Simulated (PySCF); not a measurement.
Correlation energy of N (nitrogen, neutral)

[He] 2s1 2p4, high-spin 4P determinant (an excited configuration). All numbers are calculated (PySCF 2.14, no relativity, point nucleus, in def2-TZVPPD). Frozen: 1s2; 5 electrons correlated.

| level | correlation energy (mhartree) |
| --- | --- |
| CCSD | -113.08 |
| (T) | -4.52 |
| CCSD(T) | -117.60 |
| CCSDT | -125.12 |

Diagnostics: T1 = 0.020, D1 = 0.0497, largest double amplitude 0.145.

Cost of the coupled-cluster step: about 0.8 core-seconds, for 5 correlated electrons.

Iterations:

```
CC2 = 0
CCSD nocc = (np.int64(4), np.int64(1)), nmo = (36, 36)
frozen orbitals [[0], [0]]
max_cycle = 100
direct = 0
conv_tol = 1e-08
conv_tol_normt = 1e-06
diis_space = 8
diis_start_cycle = 0
Init t2, MP2 energy = -0.0911796897844863
Init E_corr(UCCSD) = -0.0911796897860177
cycle = 1  E_corr(UCCSD) = -0.103621225060292  dE = -0.0124415353  norm(t1,t2) = 0.048273
cycle = 2  E_corr(UCCSD) = -0.107284006434869  dE = -0.00366278137  norm(t1,t2) = 0.0290955
cycle = 3  E_corr(UCCSD) = -0.111989223877301  dE = -0.00470521744  norm(t1,t2) = 0.0204829
cycle = 4  E_corr(UCCSD) = -0.112134245772531  dE = -0.000145021895  norm(t1,t2) = 0.00916603
cycle = 5  E_corr(UCCSD) = -0.112746796387634  dE = -0.000612550615  norm(t1,t2) = 0.00631515
cycle = 6  E_corr(UCCSD) = -0.112650858004074  dE = 9.59383836e-05  norm(t1,t2) = 0.00470836
cycle = 7  E_corr(UCCSD) = -0.112980999883422  dE = -0.000330141879  norm(t1,t2) = 0.00270017
cycle = 8  E_corr(UCCSD) = -0.113102969440211  dE = -0.000121969557  norm(t1,t2) = 0.000890891
cycle = 9  E_corr(UCCSD) = -0.113063979301981  dE = 3.89901382e-05  norm(t1,t2) = 0.000271358
cycle = 10  E_corr(UCCSD) = -0.11307738617302  dE = -1.3406871e-05  norm(t1,t2) = 0.000138655
cycle = 11  E_corr(UCCSD) = -0.113076437581882  dE = 9.48591138e-07  norm(t1,t2) = 4.19606e-05
cycle = 12  E_corr(UCCSD) = -0.113076294440369  dE = 1.43141513e-07  norm(t1,t2) = 1.71652e-05
cycle = 13  E_corr(UCCSD) = -0.113076036660325  dE = 2.57780044e-07  norm(t1,t2) = 5.68886e-06
cycle = 14  E_corr(UCCSD) = -0.113076021762712  dE = 1.48976134e-08  norm(t1,t2) = 2.43494e-06
cycle = 15  E_corr(UCCSD) = -0.113075994834052  dE = 2.69286597e-08  norm(t1,t2) = 7.07018e-07
cycle = 16  E_corr(UCCSD) = -0.113075999116423  dE = -4.28237051e-09  norm(t1,t2) = 2.67755e-07
UCCSD converged
E(UCCSD) = -54.11430937146907  E_corr = -0.1130759991164227
UCCSD(T) correction = -0.00451818307443012
```
